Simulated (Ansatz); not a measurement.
Mulliken charges of `[OH][Mo]([OH])([F])([F])=[S]` from B3LYP/def2-TZVPP in Ansatz (PBE0-D4/def2-TZVP geometry).

```json
{"atom": "O1", "x (Å)": "-0.176", "y (Å)": "-1.309", "z (Å)": "0.733", "charge (e)": "-0.467"}
{"atom": "Mo2", "x (Å)": "-0.092", "y (Å)": "0.413", "z (Å)": "-0.036", "charge (e)": "1.474"}
{"atom": "O3", "x (Å)": "1.654", "y (Å)": "-0.019", "z (Å)": "-0.460", "charge (e)": "-0.412"}
{"atom": "F4", "x (Å)": "-1.945", "y (Å)": "0.170", "z (Å)": "-0.106", "charge (e)": "-0.397"}
{"atom": "F5", "x (Å)": "-0.337", "y (Å)": "1.268", "z (Å)": "-1.655", "charge (e)": "-0.374"}
{"atom": "S6", "x (Å)": "0.127", "y (Å)": "1.844", "z (Å)": "1.456", "charge (e)": "-0.263"}
{"atom": "H7", "x (Å)": "-1.066", "y (Å)": "-1.611", "z (Å)": "0.943", "charge (e)": "0.220"}
{"atom": "H8", "x (Å)": "1.927", "y (Å)": "-0.814", "z (Å)": "-0.930", "charge (e)": "0.219"}
```

**Question.** By hand: the dipole of these point charges (1 e Å = 4.8032 D).

**Answer.** Σ q r = (0.317, -0.331, 0.076) e Å, of length 0.465 e Å = 2.23 D.

**Question.** How does the dipole of the full density compare? (Best estimate.)

**Answer.** The calculation gave: (0.217, -0.411, 0.046) e Å, 2.24 D; the point charges give 1.00 times that, at 16° from its direction.

Point charges leave out the atoms' own dipoles, such as those of lone pairs, and Mulliken's split depends on the basis, so the close match here is no proof of good charges.

B3LYP here is the variant with VWN-RPA as its local correlation; programs differ in this.
